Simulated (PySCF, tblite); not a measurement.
Compound: C4H9NSi.
Structure used (GFN2-xTB), in Å, numbered top down from 1:
```xyz
15
C4H9NSi angstrom
C     -0.5938    0.6602   -1.4223
C     -0.7013    0.0011   -0.2737
Si    -1.8514    0.5348    1.1313
C      0.0783   -1.2194   -0.0070
N      1.3230   -1.3678    0.1011
C      2.2428   -0.2812   -0.0483
H     -1.1673    1.5511   -1.6230
H      0.0496    0.3207   -2.2214
H     -1.0481    0.7738    2.3319
H     -2.5440    1.7563    0.7238
H     -2.8100   -0.5435    1.3808
H     -0.5163   -2.1155    0.1600
H      2.8660   -0.4864   -0.9203
H      2.8939   -0.2795    0.8274
H      1.7741    0.7033   -0.1623
```

Jobs on this species (15 atoms, 54 electrons) with PySCF (density fitting) and tblite. Hardware of each: an Intel Xeon at 2.50 GHz with one thread, shared host. Times come from a shared host and carry two figures at best.

```csv
level and settings,work,basis functions,SCF cycles,wall time
GFN2-xTB,Hessian by finite differences,–,–,?
PBE0/pcSseg-1,"shieldings, charges and field gradients",154,?,?
GFN2-xTB,L-BFGS relaxation,–,–,3.2 s
CAM-B3LYP/def2-SVPD,"8 singlets by full TDDFT, 3 Tamm–Dancoff triplets, polarisability",196,13,72 s
```

Fill in the missing figures.

- GFN2-xTB; Hessian by finite differences: 1.1 s
- PBE0/pcSseg-1; shieldings, charges and field gradients: 44 s, 13 SCF cycles

What do all jobs in the table cost together?

About 2.0 min; the longest takes about 60 % of that, and about 65 times as long as the shortest.
